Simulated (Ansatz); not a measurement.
`[SiH3][CH2][Zn][GaH2]` + `[F][GeH2][SiH3]` → `[SiH3][GeH2][GaH2]` + `[F][Zn][CH2][SiH3]`  (redistribution)

Isolated molecules relaxed with PBE0-D4/def2-TZVP in Ansatz; ΔE leaves out vibrations. CBS: MP2 limit from def2 TZ/QZ plus the TZ coupled-cluster correction, frozen cores. Functionals use def2-TZVPP. B3LYP here is the variant with VWN-RPA as its local correlation; programs differ in this. For Ga, Ge, Zn outer-core shells are correlated without core-valence functions, which leaves a few kJ/mol of doubt a bond. Scalar relativity is left out up to krypton. One conformer a species, not always the lowest.

`[SiH3][CH2][Zn][GaH2]`:

```xyz
11

Si   -1.713    0.792    1.034
C    -0.286   -0.373    1.254
Zn    0.861   -0.479   -0.341
Ga    2.284   -0.614   -2.325
H    -2.561    0.370   -0.119
H    -2.607    0.890    2.224
H    -1.224    2.170    0.736
H     0.331   -0.052    2.100
H    -0.656   -1.379    1.478
H     3.506    0.360   -2.573
H     2.063   -1.685   -3.468
```

`[F][GeH2][SiH3]`:

Z-matrix (Å, degrees):
```
Ge
Si 1 2.384
F 1 1.751 2 106.5
H 1 1.539 2 114.3 3 -115.9
H 1 1.539 2 114.3 3 115.9
H 2 1.487 1 108.6 3 179.8
H 2 1.484 1 109.6 3 60.2
H 2 1.484 1 109.6 3 -60.7
```

`[SiH3][GeH2][GaH2]`:

```xyz
10

Si    1.537    0.730   -0.606
Ge   -0.655    0.660    0.329
Ga   -1.432   -1.645    0.494
H     2.033    2.127   -0.725
H     1.529    0.110   -1.959
H     2.477   -0.039    0.253
H    -1.573    1.515   -0.569
H    -0.594    1.347    1.708
H    -1.129   -2.492    1.783
H    -2.192   -2.313   -0.708
```

`[F][Zn][CH2][SiH3]`:

Cartesian coordinates in Å:
```
F -0.998 2.369 -2.536
Zn -0.842 1.040 -1.404
C -0.678 -0.415 -0.172
Si 0.862 -0.333 0.878
H -1.566 -0.415 0.467
H -0.688 -1.345 -0.749
H 2.077 -0.340 0.017
H 0.958 -1.483 1.819
H 0.876 0.922 1.679
```

```json
{"level": "PBE0-D4", "ΔE (kcal/mol)": "-9.1", "difference from CCSD(T)/CBS": "1.5"}
{"level": "B3LYP-D4", "ΔE (kcal/mol)": "-8.1", "difference from CCSD(T)/CBS": "2.5"}
{"level": "ωB97X-V", "ΔE (kcal/mol)": "-8.4", "difference from CCSD(T)/CBS": "2.2"}
{"level": "ωB97M-V", "ΔE (kcal/mol)": "-7.9", "difference from CCSD(T)/CBS": "2.7"}
{"level": "HF/def2-TZVPP", "ΔE (kcal/mol)": "-4.6", "difference from CCSD(T)/CBS": "6.0"}
{"level": "SCS-MP2/def2-TZVPP", "ΔE (kcal/mol)": "-9.2", "difference from CCSD(T)/CBS": "1.4"}
{"level": "CCSD/def2-TZVPP", "ΔE (kcal/mol)": "-9.2", "difference from CCSD(T)/CBS": "1.4"}
{"level": "CCSD(T)/def2-TZVPP", "ΔE (kcal/mol)": "-9.5", "difference from CCSD(T)/CBS": "1.1"}
{"level": "HF/def2-QZVPP", "ΔE (kcal/mol)": "-5.3", "difference from CCSD(T)/CBS": "5.3"}
{"level": "MP2/CBS(def2)", "ΔE (kcal/mol)": "-11.9", "difference from CCSD(T)/CBS": "-1.3"}
{"level": "CCSD(T)/CBS", "ΔE (kcal/mol)": "-10.6", "difference from CCSD(T)/CBS": "0"}
```

Largest T1 diagnostic among the species: 0.015.

In def2-TZVPP, CCSD(T) changes the Hartree–Fock value by −4.9 kcal/mol (the triples alone add −0.3 kcal/mol) and MP2 by −6.2 kcal/mol. The D4 term adds −0.8 kcal/mol with B3LYP and −0.4 kcal/mol with PBE0; it sums over pairs of atoms, weighted by their polarisabilities, and B3LYP, whose exchange is more repulsive, gets the larger term.
